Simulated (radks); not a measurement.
Spin polarisation of the 5s1 shell in Cd+. Start: [Kr] 4d10 5s(up 0.5, down 0.5); electrons of 5s are moved from spin down to spin up, other shells keep equal spins. All-electron calculation, non-relativistic Kohn-Sham, PBE, spin-polarised, spherical densities, point nucleus. Program: a radial shooting solver on a logarithmic mesh with Libxc functionals.

moment (Bohr magnetons) = 0: E - E(0) (eV) 0.000; e(5s up) (eV) -12.354; e(5s down) (eV) -12.354; 4d down minus up (eV) 0.000; 4p down minus up (eV) 0.000
moment (Bohr magnetons) = 0.25: E - E(0) (eV) -0.014; e(5s up) (eV) -12.464; e(5s down) (eV) -12.241; 4d down minus up (eV) 0.056; 4p down minus up (eV) 0.013
moment (Bohr magnetons) = 0.5: E - E(0) (eV) -0.056; e(5s up) (eV) -12.569; e(5s down) (eV) -12.124; 4d down minus up (eV) 0.111; 4p down minus up (eV) 0.026
moment (Bohr magnetons) = 0.75: E - E(0) (eV) -0.125; e(5s up) (eV) -12.669; e(5s down) (eV) -11.998; 4d down minus up (eV) 0.167; 4p down minus up (eV) 0.040
moment (Bohr magnetons) = 1: E - E(0) (eV) -0.225; e(5s up) (eV) -12.765; e(5s down) (eV) -11.827; 4d down minus up (eV) 0.223; 4p down minus up (eV) 0.053

At moment 1 the spin-polarisation energy is -0.225 eV and the 5s exchange splitting 0.938 eV, that is 0.938 eV per Bohr magneton; E = -I m^2/4 would give I = 0.900 eV.
